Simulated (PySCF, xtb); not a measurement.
C₃H₈BFO, SMILES CCB(CO)F. Other conformers were not sampled.

Harmonic wavenumbers (cm⁻¹) from GFN2-xTB (xtb) at its own minimum, in rising order: 40, 88, 129, 180, 220, 250, 347, 405, 480, 640, 684, 802, 981, 1011, 1027, 1079, 1119, 1135, 1229, 1240, 1288, 1309, 1335, 1417, 1441, 1460, 1503, 1506, 2826, 2926, 2947, 2968, 3029, 3043, 3049, 3572.

Q: What does r2SCAN-D4/def2-SVP in PySCF give at its own minimum? (Estimate from the structure and the level; the computed values follow.)

A: 57, 93, 143, 191, 227, 264, 362, 426, 509, 585, 691, 823, 966, 992, 1032, 1075, 1138, 1168, 1239, 1252, 1348, 1358, 1384, 1403, 1408, 1429, 1475, 1478, 2936, 2987, 3036, 3044, 3045, 3128, 3132, 3832. Paired by order, the mean absolute difference is 39 cm⁻¹ and the zero-point energies are 69.6 and 71.0 kcal/mol.
